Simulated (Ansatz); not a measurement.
The same path of BrH + H4Si (7 atoms, charge 0, multiplicity 1) was run twice with different band settings. Lost on the way: Si1–H2, H6–Br7. Made: Si1–Br7, H2–H6.

The calculation used RKS B3LYP-D4/def2-mTZVP in Ansatz 0.2.0.

Relaxed end points:

```xyz
7
Properties=species:S:1:pos:R:3
Si -0.854 -0.680 -0.352
H 0.380 -0.309 0.388
H -0.535 -1.778 -1.292
H -1.879 -1.122 0.620
H -1.336 0.505 -1.097
H 1.669 1.134 0.763
Br 2.556 2.250 0.971
```

```xyz
7
Properties=species:S:1:pos:R:3
Si -0.845 0.190 -0.659
H 1.845 -1.167 1.705
H -0.038 -0.895 -1.251
H -1.372 -0.218 0.658
H -1.951 0.563 -1.564
H 1.885 -0.459 1.482
Br 0.477 1.986 -0.372
```

Common settings: movable images 5; climbing image yes; optimiser quadratic models (default); start path through a guess of the saddle point; force threshold 0.03 eV/Å; iteration limit 60; end points relaxed.

| run | spring |
| --- | --- |
| 1 | 5.0 eV/Å² |
| 2 | 0.5 eV/Å² |

Problem. What does each run give, and how far can it be trusted?

Solution. Run 1: converged after 10 iterations, highest image 1.809 eV above the first end. Neighbouring images differ by up to 1.7 eV, so the band resolves the path poorly. A vibrational analysis at the climbing image gives 2 clearly imaginary modes (1109i, 172i cm⁻¹): a point of higher order, so a lower path passes nearby.
Run 2: converged after 11 iterations, highest image 1.809 eV above the first end. Neighbouring images differ by up to 1.7 eV, so the band resolves the path poorly. Another band between the same ends (5 images) ends at a top of the same energy, where a vibrational analysis finds 2 clearly imaginary modes.
The orbitals stay closed-shell, which can raise the energy where a bond breaks towards radicals; this wasn't checked here.
